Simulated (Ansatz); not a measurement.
**Molecular dynamics of Si**

Input:

```yaml
accuracy: low
crystal:
  lattice:
    - [0.0, 5.688954, 5.688954]
    - [5.688954, 0.0, 5.688954]
    - [5.688954, 5.688954, 0.0]
  atoms:
    - { symbol: Si, position: [0.0, 0.0, 0.0] }
    - { symbol: Si, position: [0.125, 0.125, 0.125] }
    - { symbol: Si, position: [0.0, 0.0, 0.5] }
    - { symbol: Si, position: [0.125, 0.125, 0.625] }
    - { symbol: Si, position: [0.0, 0.5, 0.0] }
    - { symbol: Si, position: [0.125, 0.625, 0.125] }
    - { symbol: Si, position: [0.0, 0.5, 0.5] }
    - { symbol: Si, position: [0.125, 0.625, 0.625] }
    - { symbol: Si, position: [0.5, 0.0, 0.0] }
    - { symbol: Si, position: [0.625, 0.125, 0.125] }
    - { symbol: Si, position: [0.5, 0.0, 0.5] }
    - { symbol: Si, position: [0.625, 0.125, 0.625] }
    - { symbol: Si, position: [0.5, 0.5, 0.0] }
    - { symbol: Si, position: [0.625, 0.625, 0.125] }
    - { symbol: Si, position: [0.5, 0.5, 0.5] }
    - { symbol: Si, position: [0.625, 0.625, 0.625] }
basis:
  ecutwfc: 420.0
kpoints:
  mp_grid: { grid: [2, 2, 2] }
hamiltonian:
  xc: pbe
scf:
  occupations: { method: fermi_dirac, width: 0.17 }
  lower_state_search: "off"
md:
  timestep: 2
  n_steps: 220
  ensemble: nvt_langevin
  temperature: 300.0
  initial_velocities: maxwell_boltzmann
  seed: 228741
  friction: 0.02
  temperature_schedule: [{ n_steps: 220, end_temperature: 2000.0 }]
```

Run as:

```bash
$ ansatz run input.yaml --threads 1 --pin off --max-ram 3072MiB --backend cpu --events-out ev --progress --plain --runs-dir out
```

It starts from a structure without forces on its atoms.

Output, in part (step lines):

```
md step     0: t =     0.00 fs  T =   281.3 K (target 300.0 K)  F+E_penalty+E_count = -10170.47586330 eV  E_kin = 0.581670 eV  (6 SCF iters)
md step     1: t =     2.00 fs  T =   317.4 K (target 303.9 K)  F+E_penalty+E_count = -10170.46547539 eV  E_kin = 0.656511 eV  (6 SCF iters)
md step     2: t =     4.00 fs  T =   346.1 K (target 311.6 K)  F+E_penalty+E_count = -10170.43260868 eV  E_kin = 0.715687 eV  (6 SCF iters)
md step     3: t =     6.00 fs  T =   280.9 K (target 319.3 K)  F+E_penalty+E_count = -10170.37949753 eV  E_kin = 0.580949 eV  (6 SCF iters)
md step     4: t =     8.00 fs  T =   276.6 K (target 327.0 K)  F+E_penalty+E_count = -10170.31238659 eV  E_kin = 0.572025 eV  (6 SCF iters)
md step     5: t =    10.00 fs  T =   255.0 K (target 334.8 K)  F+E_penalty+E_count = -10170.23683274 eV  E_kin = 0.527450 eV  (5 SCF iters)
md step     6: t =    12.00 fs  T =   229.2 K (target 342.5 K)  F+E_penalty+E_count = -10170.15859655 eV  E_kin = 0.473926 eV  (5 SCF iters)
md step     7: t =    14.00 fs  T =   179.4 K (target 350.2 K)  F+E_penalty+E_count = -10170.09031894 eV  E_kin = 0.371066 eV  (4 SCF iters)
[... lines left out ...]
md step   219: t =   438.00 fs  T =  2166.7 K (target 1988.4 K)  F+E_penalty+E_count = -10167.66717853 eV  E_kin = 4.481164 eV  (6 SCF iters)
md step   220: t =   440.00 fs  T =  2113.1 K (target 1996.1 K)  F+E_penalty+E_count = -10167.54289477 eV  E_kin = 4.370291 eV  (7 SCF iters)
```

The steps, from the saved trajectory:

| time (fs) | T (K) | potential energy less start (eV) |
| --- | --- | --- |
| 0.0 | 281 | 0.000 |
| 14.0 | 179 | 0.386 |
| 28.0 | 245 | 0.537 |
| 42.0 | 269 | 0.457 |
| 56.0 | 314 | 0.532 |
| 70.0 | 452 | 0.671 |
| 84.0 | 436 | 0.826 |
| 98.0 | 512 | 0.951 |
| 112.0 | 622 | 1.172 |
| 126.0 | 481 | 1.204 |
| 140.0 | 625 | 1.257 |
| 154.0 | 538 | 1.440 |
| 168.0 | 781 | 1.200 |
| 182.0 | 865 | 1.281 |
| 196.0 | 760 | 1.737 |
| 210.0 | 641 | 2.263 |
| 224.0 | 1089 | 1.797 |
| 238.0 | 1088 | 1.923 |
| 252.0 | 1040 | 2.151 |
| 266.0 | 983 | 2.302 |
| 280.0 | 1419 | 1.934 |
| 294.0 | 1317 | 1.988 |
| 308.0 | 1250 | 3.291 |
| 322.0 | 1075 | 4.104 |
| 336.0 | 1252 | 3.297 |
| 350.0 | 1775 | 2.921 |
| 364.0 | 1427 | 3.671 |
| 378.0 | 1742 | 4.045 |
| 392.0 | 1634 | 4.547 |
| 406.0 | 1800 | 5.485 |
| 420.0 | 2656 | 3.585 |
| 434.0 | 2283 | 2.636 |

The run went to its last step. The schedule's set-point averaged 1575 K over the second half and the system 1488 K. A run of 0.44 ps of so small a system gives no equilibrium averages. Limits of this set-up: coarse k mesh, low accuracy level.

Mean squared displacements from the first frame to the last, about the centre of mass: Si 0.08 Å².

Last frame:

```xyz
16
Lattice="0.0000 5.6890 5.6890 5.6890 0.0000 5.6890 5.6890 5.6890 0.0000" Properties=species:S:1:pos:R:3
Si 0.002 0.323 -0.085
Si 1.297 1.691 1.364
Si 2.786 2.839 -0.185
Si 4.201 4.104 1.264
Si 2.666 -0.178 2.791
Si 4.192 1.464 4.049
Si 5.527 2.411 2.608
Si 6.976 4.239 4.104
Si 0.018 3.220 2.742
Si 1.561 4.462 4.387
Si 3.108 5.555 3.072
Si 4.535 7.272 4.258
Si 2.838 2.934 5.760
Si 4.253 4.391 6.913
Si 5.907 5.644 5.488
Si 7.070 7.042 7.141
```

Time of the run: 18 min on 1 thread of Arm Neoverse V2, with other jobs on the host, peak memory 0.64 GiB.
